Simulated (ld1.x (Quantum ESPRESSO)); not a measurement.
# Transferability test, TM potential for Sb

ld1.x (Quantum ESPRESSO) 7.5 input, shortened:

```
&input
   title='Sb', zed=51., rel=1, dft='PZ', iswitch=3,
   config='[Kr] 4d10 5s1.75 5p3.25'
 /
 &inputp
   pseudotype=2, tm=.true., lloc=0,
   nlcc=.true.
 /
3
5P  2  1   3.25   0.00  1.65  1.65  0.0
4D  3  2  10.00   0.00  1.00  1.00  0.0
5S  1  0   1.75   0.00  1.55  1.55  0.0
 &test
   configts(1)='4d10 5s1.75 5p3.25'
 /
```

Energies are relative to the spin-unpolarised reference configuration 4d10 5s1.75 5p3.25; without spin polarisation the order of configurations can differ from experiment. Spin-polarised rows fill each open shell by Hund’s rule, majority spin first. The frozen-core shift is the all-electron ΔE with the core orbitals held at their reference shape minus the fully relaxed ΔE.

```
              valence configuration  charge  ΔE all-electron (eV)  error AE − PS (meV)  frozen-core shift (meV)
                       4d10 5s2 5p3       0                -2.030                 +0.2                      0.0
                       4d10 5s2 5p2      +1                 6.491                 -1.0                     +1.7
                       4d10 5s2 5p1      +2                22.744                  0.0                     +5.6
                        4d9 5s2 5p3      +1                38.766                 -240                     +137
                        4d9 5s2 5p4       0                28.974                 -270                     +128
                       4d10 5s1 5p3      +1                15.309                  0.0                     +2.2
                       4d10 5s0 5p5       0                14.616                 -2.4                     +1.0
4d10 5s1.75 5p3.25 (spin-polarised)       0                -1.095                 -0.2                     +0.5
```

Problem. What are ΔE and the potential's error for 4d10 5s2 5p3 (spin-polarised)?

Solution. ΔE = -3.122 eV all-electron; the error (AE − PS) is +0.2 meV.

Levels in the configuration 4d10 5s2 5p3:

```csv
level,all-electron (eV),pseudo (eV)
4d,-33.552,-33.556
5s,-13.089,-13.089
5p,-4.999,-4.999
```

Note: ghost state, extra bound levels that the all-electron valence spectrum of the same l lacks: p at -392.6 eV. A true bound ghost makes a file unfit for plane-wave use.
